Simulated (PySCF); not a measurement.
Molecule: SMILES C[Si](C)(C)/C=C\C#N (C6H11NSi). Atoms near the plane z = 0.0 Å, at the GFN2-xTB optimised geometry (x, y, z in Å): Si2 (-0.3, 0.7, 0.0), C3 (1.6, 0.7, 0.0), C4 (-0.9, 2.5, 0.0), N8 (0.8, -3.0, 0.6), H12 (2.0, -0.3, 0.0), H13 (2.0, 1.2, 0.9), H14 (2.0, 1.1, -0.9), H15 (-2.0, 2.5, 0.0), H16 (-0.6, 3.0, 0.9), H17 (-0.6, 3.0, -0.9).

Level of theory: B3LYP/def2-SVP in PySCF. Cells within 0.4 Å of a nucleus heavier than hydrogen are left out (blank, or x). The values are rescaled to run from 0 to 1.

```
|000000000000000000000000000|
|000000000000000000000000000|
|000000000000000000000000000|
|000000000000000000000000000|
|000000011011100000000000000|
|000000687435520000000000000|
|000004999854630000000000000|
|0000069999xx440000000000000|
|00000599994x761001100000000|
|000000688679973334420000000|
|000000000265005855641000000|
|000000000120xx192x441000000|
|000000000120xx293x551000000|
|000000000133005779995000000|
|000000000013312279998200000|
|000000000000000049999200000|
|000000000000000001574000000|
|000000000000012200000000000|
|000000000000245543000000000|
|000000000001356787300000000|
|000000000001357898610000000|
|000000000001368998610000000|
|000000000000268998500000000|
|000000000000136775100000000|
|000000000000002321000000000|
|000000000000000000000000000|
|000000000000000000000000000|
```
Scale: ten equal steps from 0.000 (start of '0') to 1.00 (end of '9'), in the order '0123456789'; x runs from -5.50 to 5.50, y from -5.50 (bottom) to 5.50 (top).

Task: Which quantity is mapped?
A) electron localisation function
B) deformation density (molecule minus spherical neutral atoms)
C) electrostatic potential
D) log10 of the electron density

Result: A, electron localisation function
